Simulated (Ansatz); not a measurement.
Frontier orbitals of CH5BSSi.

```xyz
9

S    -0.644   -0.625    1.413
C    -0.444    0.628    0.133
B    -0.262   -0.800   -0.522
Si    1.329    0.305   -0.382
H    -1.968   -0.869    1.277
H    -1.154    1.445    0.118
H    -0.936   -1.534   -1.169
H     2.379    0.300    0.672
H     1.700    1.152   -1.539
```

Charge 0, multiplicity 1. The bonds changed during the relaxation, so this is another structure than the one it started from. The structure was optimised at the PBE0-D4/def2-TZVP level. It is one conformer, not always the lowest. Basis def2-TZVPP, Ansatz 0.2.0.

Orbital energies of one run (eV). Highest occupied ones, from the top: -5.88, -6.49, -8.14, -8.63, -9.62, -9.91, -11.86, -12.41, -13.79, -17.09, -22.14, -95.94, -95.96, -96.02. Empty: -1.02, -0.74, -0.21, 0.28, 1.32, 1.90.

(1) Which functional gave them?
A. ωB97X-V
B. HSE06 (plane-wave form)
C. r2SCAN
D. CAM-B3LYP

Results:

(1) C. HOMO energies: r2SCAN -5.88, ωB97X-V -8.99, HSE06 -6.35, CAM-B3LYP -8.01 eV.
